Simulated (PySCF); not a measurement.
**Structure from 2D NMR**

Compound of formula C$_{7}$H$_{8}$Cl$_{2}$O. Correlations simulated from computed shifts and the bond graph:

HSQC (one-bond C–H):
| δH | δC |
| --- | --- |
| 6.27 | 124.9 |
| 5.38 | 115.9 |
| 5.37 | 115.9 |
| 2.42 | 32.6 |
| 1.19 | 14.8 |

COSY cross peaks (H two or three bonds apart, from the bond graph; peaks can be absent where the dihedral angle is near 90°):
| δH | δH |
| --- | --- |
| 6.27 | 5.38 |
| 6.27 | 5.37 |
| 5.38 | 5.37 |
| 2.42 | 1.19 |

HMBC (two and three bonds, from the bond graph):
| δH | δC |
| --- | --- |
| 6.27 | 167.0, 140.3, 136.6, 115.9 |
| 5.38 | 136.6, 124.9 |
| 5.37 | 136.6, 124.9 |
| 2.42 | 140.3, 136.6, 14.8 |
| 1.19 | 140.3, 32.6 |

Carbons without hydrogens: δ 167.0, 140.3, 136.6.

Calculated, not measured (PySCF 2.14.0 with density-fitted response routines): PBE0-D3(BJ)/def2-SVP structure, KT2/pcSseg-1 with gauge-including orbitals. Single conformer, one averaged value for each set of equivalent atoms, no relativistic terms, gas phase.

References, each an isolated molecule treated in the same way: ¹H, ¹³C against TMS.

Exchangeable hydrogens are left out of these lists.

Which molecule is this?

Results:

SMILES C=C/C(C(=O)Cl)=C(/Cl)CC.

Structure with atom numbers: `[CH2:1]=[CH:2]/[C:3]([C:4](=[O:5])[Cl:6])=[C:7](/[Cl:8])[CH2:9][CH3:10]`. Hydrogens are named by the atom that carries them. Ha(C1) is cis to C3; Hb(C1) is trans to C3.

δC 167.0 is C4, a carbonyl carbon. δC 140.3 is C7, a β carbon of a C=C–C=O unit. δC 136.6 is C3, an α carbon of a C=C–C=O unit. δC 124.9 is C2, an alkene CH (δH 6.27). δC 115.9 is C1, a terminal =CH2 carbon (δH 5.38, 5.37). δC 32.6 is C9, an allylic sp3 CH2 (δH 2.42). δC 14.8 is C10, a methyl carbon (δH 1.19). HMBC from δH 6.27 reaches the proton-free carbons C4, C7, C3. HMBC from δH 5.38 reaches the proton-free carbon C3. HMBC from δH 5.37 reaches the proton-free carbon C3. HMBC from δH 2.42 reaches the proton-free carbons C7, C3. COSY links 6.27–5.38, 6.27–5.37, 5.38–5.37, 2.42–1.19.

The shifts were computed for this structure.

Carbons that carry Cl, above all several Cl atoms, come out too deshielded, partly because spin–orbit coupling is missing. Shifts are as computed. Against solution values, carbons near 30 ppm lie about +2 ppm off and those near 130 ppm about -5 ppm. Of 1309 compounds with measured shifts, 239 miss one by over three times the rms of a fit or turn the order of signals round; such compounds aren't used in these exercises.
